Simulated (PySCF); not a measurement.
C6H10BNSi.
Numbering: `[SiH3:1][NH:2][B:3]1[CH:4]=[CH:5][CH:6]=[CH:7][CH:8]=[CH:9]1`

Cartesian coordinates in Å at the PBE0-D3(BJ)/def2-SVP level; atoms count from 1:
```xyz
19
C6H10BNSi angstrom
Si     3.0002   -0.3813   -0.2819
N      1.6038    0.1695    0.6136
B      0.2175   -0.0071    0.2970
C     -0.8336    0.5985    1.2538
C     -2.1941    0.5769    1.1639
C     -3.0291   -0.0190    0.1636
C     -2.6936   -0.7209   -0.9594
C     -1.4041   -1.0717   -1.4765
C     -0.1650   -0.7907   -0.9798
H      3.0312   -1.8707   -0.4181
H      4.2096    0.0621    0.4743
H      3.0510    0.1951   -1.6612
H      1.8082    0.6929    1.4591
H     -0.4529    1.1318    2.1376
H     -2.7571    1.0800    1.9601
H     -4.1034    0.1107    0.3320
H     -3.5366   -1.0737   -1.5626
H     -1.4504   -1.6484   -2.4088
H      0.6522   -1.1918   -1.5968
```

Probes without a nucleus sit at each ring's centroid and 1 Å off its mean plane on both sides; NICS is minus the shielding there, NICSzz its component along the normal. Level: GIAO PBE0/pcSseg-1 (PySCF, non-relativistic, gas phase) on the PBE0-D3(BJ)/def2-SVP geometry, one conformer.

Ring bond lengths (Å), with Mayer bond orders in brackets: B3–C4 1.545 (0.97), C4–C5 1.364 (1.74), C5–C6 1.433 (1.25), C6–C7 1.366 (1.67), C7–C8 1.433 (1.25), C8–C9 1.364 (1.76), C9–B3 1.546 (0.95).

Question: What do the NICS probes read (ppm)?

Answer: 
```tsv
ring	type	NICS(0)	NICS(1), two faces	NICS(1)zz, two faces	rms pucker (Å)	centre to ring atoms, mean (Å)
B3–C4–C5–C6–C7–C8–C9	7-membered ring with B; formal bonds 3 double, 4 single	-0.9	-4.4 / -4.4	-10.0 / -10.0	0.00	1.65
```

Question: What do they say, and how far can they be read as aromaticity?

Answer: 
- B3–C4–C5–C6–C7–C8–C9: mean NICS(1)zz -10.0 ppm, shielded.

Question: At the first NICS(1) probe listed for ring B3–C4–C5–C6–C7–C8–C9, 1 Å off the ring, how large is the induced field along the normal in 7.05 T applied along it?

Answer: NICSzz × B0 = -10.0 ppm × 7.05 T = -70 μT, against the applied field.

Question: How do the values depend on the level or the medium?

Answer: 
```json
{"level": "PBE0/pcSseg-1, gas", "NICS(0), B3–C4–C5–C6–C7–C8–C9": "-0.9", "mean NICS(1)zz, B3–C4–C5–C6–C7–C8–C9": "-10.0"}
{"level": "wB97X-D/pcSseg-1, gas", "NICS(0), B3–C4–C5–C6–C7–C8–C9": "-0.8", "mean NICS(1)zz, B3–C4–C5–C6–C7–C8–C9": "-9.8"}
{"level": "PBE0/pcSseg-1, IEF-PCM chloroform", "NICS(0), B3–C4–C5–C6–C7–C8–C9": "-0.8", "mean NICS(1)zz, B3–C4–C5–C6–C7–C8–C9": "-10.0"}
{"level": "PBE0/pcSseg-1, IEF-PCM cyclohexane", "NICS(0), B3–C4–C5–C6–C7–C8–C9": "-0.9", "mean NICS(1)zz, B3–C4–C5–C6–C7–C8–C9": "-10.0"}
```

The geometry is the same throughout; the continuum's cavity takes Bondi-type radii × 1.2.
